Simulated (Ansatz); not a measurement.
Ideal-gas functions of CH5ClSiTe (`[SiH3][Te]CCl`) at 298.15 K and 1 bar, from an Ansatz frequency run at PBE0-D4/def2-TZVP.

Molar mass 208.19 g/mol, point group Cs (symmetry number 1), electronic degeneracy 1, moments of inertia 102.911, 472.774, 566.576 u Å². Harmonic wavenumbers (cm⁻¹, unscaled): 26, 73, 83, 184, 339, 523, 548, 570, 761, 770, 877, 919, 952, 1120, 1189, 1441, 2218, 2227, 2245, 3118, 3198.

Use S(trans) = R[1.5 ln M + 2.5 ln T − 1.1517]; rotational temperatures θ = 24.2544 K / I; S(rot) = R[ln(√π/σ · √(T³/θAθBθC)) + 1.5]; for each mode x = 1.438777 ν̃/T, S = R[x/(eˣ − 1) − ln(1 − e⁻ˣ)] and H = RT x/(eˣ − 1); 1 cm⁻¹ = 0.0119627 kJ/mol; R = 8.31446 J/(mol·K).

Q: By hand: the entropy, in J/(mol·K).

A: Translation 175.4. Rotation: θ = 0.2357, 0.0513, 0.0428 K, giving 119.7. Vibration, mode by mode: 25.58, 17.03, 15.98, 9.57, 5.09, 2.52, 2.29, 2.11, 1.01, 0.98, 0.64, 0.54, 0.47, 0.24, 0.18, 0.06, 0.00, 0.00, 0.00, 0.00, 0.00, in all 84.3. Electronic 0.0. Sum 379.4 J/(mol·K).

Q: By hand: H − E and G − E in kJ/mol, counted from the electronic energy.

A: Zero-point energy ½ × 23381 × 0.0119627 = 139.8; thermal vibration 11.4; translation, rotation and pV give 4 RT = 9.9. H − E = 161.1 kJ/mol, and G − E = 161.1 − 298.15 × 379.4/1000 = 48.0 kJ/mol.

Vibration gives 22 % of the entropy, 58.6 J/(mol·K) of it from the modes under 150 cm⁻¹: soft modes count most, and the harmonic formula is weakest for them. The sum counts one conformer and one mirror image; others add a mixing term.
